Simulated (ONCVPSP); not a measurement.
## cobalt ONCV: all-electron and pseudo phase curves

cobalt, optimised norm-conserving Vanderbilt (ONCV), made with ONCVPSP 4.0.1 (PW91, scalar-relativistic). Core [Ne] 3s2, reference 3p6 3d7 4s1.75 4p0.25. Waves: 4s: rc 1.85 bohr, ncon 4, nbas 8, qcut 2.9 1/bohr, 2 projectors, debl 2.3 Ha; 3p+4p: rc 1.60 bohr, ncon 5, nbas 10, qcut 7.5 1/bohr, 2 projectors; 3d: rc 1.60 bohr, ncon 5, nbas 9, qcut 11.6 1/bohr, 2 projectors, debl 1.6 Ha; f scattering state at 0.4 Ha: rc 1.40 bohr, ncon 4, nbas 7, qcut 7.9 1/bohr, 1 projector. Local part: polynomial inside 1.30 bohr (lpopt 3, dvloc0 0 Ha). Core correction: none.

The phase is arctan(r·R′/R) of the radial function R(r), unwrapped; energies in Ha, scanned from -4 to 5 Ha. A pole is an energy at which the radial function vanishes at the test radius. The pseudo phase is shifted by a multiple of π to meet the all-electron one at the reference energy, and phase errors are pseudo minus all-electron; the curves can meet again beyond the range given. Levels narrower than the energy grid can be missing from the lists of poles.

| channel | radius (bohr) | reference energy (Ha) | poles, all-electron | poles, pseudo | unbroken range about the reference energy with phases within 0.05 rad | phase error 1 Ha above the reference energy (rad) |
| --- | --- | --- | --- | --- | --- | --- |
| s | 1.88 | -0.22 | -3.74, 2.73 | 2.26, 2.78 | -3.3 to 2.3 | -0.003 |
| p | 1.63 | -0.06 | -2.23 | -2.23 | the whole range | +0.001 |
| d | 1.63 | -0.32 | 0.09 | 0.09 | the whole range | +0.000 |
| f | 1.42 | 0.40 | none | none | the whole range | +0.001 |

Note: no bound ghost flagged; GHOST(+) flagged for s at 62.1 eV.

Phases in the d channel:

| E (Ha) | all-electron | pseudo |
| --- | --- | --- |
| -3.98 | 1.295 | 1.295 |
| -3.50 | 1.270 | 1.271 |
| -3.02 | 1.239 | 1.239 |
| -2.54 | 1.194 | 1.194 |
| -2.06 | 1.127 | 1.127 |
| -1.58 | 1.006 | 1.006 |
| -1.10 | 0.705 | 0.705 |
| -0.62 | -0.420 | -0.420 |
| -0.14 | -1.398 | -1.398 |
| 0.34 | -1.696 | -1.696 |
| 0.82 | -1.891 | -1.891 |
| 1.30 | -2.126 | -2.126 |
| 1.78 | -2.558 | -2.558 |
| 2.26 | -3.342 | -3.340 |
| 2.74 | -3.976 | -3.974 |
| 3.22 | -4.274 | -4.272 |
| 3.70 | -4.426 | -4.424 |
| 4.18 | -4.518 | -4.516 |
| 4.66 | -4.582 | -4.579 |
